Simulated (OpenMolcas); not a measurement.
An atom or ion with 26 electrons was computed by MS-CASPT2, IPEA 0.25 Eh, imaginary shift 0.1 Eh with spin-orbit coupling (OpenMolcas, ANO-RCC-VQZP, DKH2). The lowest levels that the run gave, each within 12 % of the measured value where one is at hand:

| J | Parity | E (cm⁻¹) | g |
| --- | --- | --- | --- |
| 4 | even | 0.0 | 1.250 |
| 3 | even | 1461 | 1.084 |
| 2 | even | 2430 | 0.669 |
| 2 | even | 13090 | 1.044 |
| 2 | even | 16640 | 1.454 |
| 1 | even | 17020 | 1.501 |
| 0 | even | 17290 |  |
| 4 | even | 22560 | 1.000 |
| 0 | even | 51270 |  |
| 5 | even | 52720 | 1.400 |
| 4 | even | 53620 | 1.350 |
| 3 | even | 54340 | 1.250 |

Which ion is it, and what are the configurations and terms?

Ni III (Z = 28, charge +2; active space 8 electrons in 6 orbitals (3d 4s)). J, parity and g give the terms where levels are pure, and mixed ones are named by the computed weights; the size of the splittings, set against known spectra of the 26-electron sequence, gives the charge. In order, with the measured energies in cm⁻¹ (Corliss and Sugar, J. Phys. Chem. Ref. Data 10, 197 (1981)): 3d⁸ ³F₄, 3d⁸ ³F₃ (1361), 3d⁸ ³F₂ (2270), 3d⁸ ¹D₂ (14032), 3d⁸ ³P₂ (16662), 3d⁸ ³P₁ (16978), 3d⁸ ³P₀ (17231), 3d⁸ ¹G₄ (23109), 3d⁸ ¹S₀ (52532), 3d⁷ 4s ⁵F₅ (53704), 3d⁷ 4s ⁵F₄ (54658), 3d⁷ 4s ⁵F₃ (55406).

Term energies are means over components that CASPT2 splits; among the terms shown or strongly mixed into the levels shown the widest spread is 2300 cm-1 (3d⁸ ³F). Some levels mix across a computed gap that differs much from the measured one, so their mixing is not that of the real levels. Terms from blocks run as CI alone lack orbitals of their own. A single d shell beside an s shell can misplace configurations of different d count against each other. Measured partners are found by configuration, term and J. A level has none where our copy of the source lacks it or the pairing is in doubt (some pairs that miss far off the trend of their configuration count as doubtful), and it then counts in no deviation. Levels of configurations outside the active space are missing.
